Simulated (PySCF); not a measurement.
boroxine (B3H3O3), SMILES B1OBOBO1. Atoms are numbered in the order given.

```xyz
9

B     -1.3811     0.0000     0.0000
O     -0.6857    -1.1876     0.0000
B      0.6905    -1.1960     0.0000
O      1.3713     0.0000     0.0000
B      0.6905     1.1960     0.0000
O     -0.6857     1.1876     0.0000
H     -2.5835     0.0000     0.0000
H      1.2917    -2.2374     0.0000
H      1.2917     2.2374     0.0000
```
Charge 0, spin multiplicity 1.

Geometry: ωB97X-D3(BJ)/def2-SVP.

All values below come from PBE/def2-TZVP in PySCF.

Isolated molecule, no solvent.

| Quantity | Result |
|---|---|
| total energy | -302.05826 hartree |
| point group | D3h |
| highest occupied level | -8.01 eV |
| lowest empty level | -1.69 eV |
| orbital gap | 6.32 eV |
| dipole moment | 0.00 D |
| quadrupole, principal values (traceless, Buckingham form, about the centre of nuclear charge) | -2.71, -2.71, 5.43 D·Å |
| mean static polarisability | 46.4 bohr³ (6.87 Å³) |
| polarisability, principal values | 33.0, 53.0, 53.0 bohr³ |
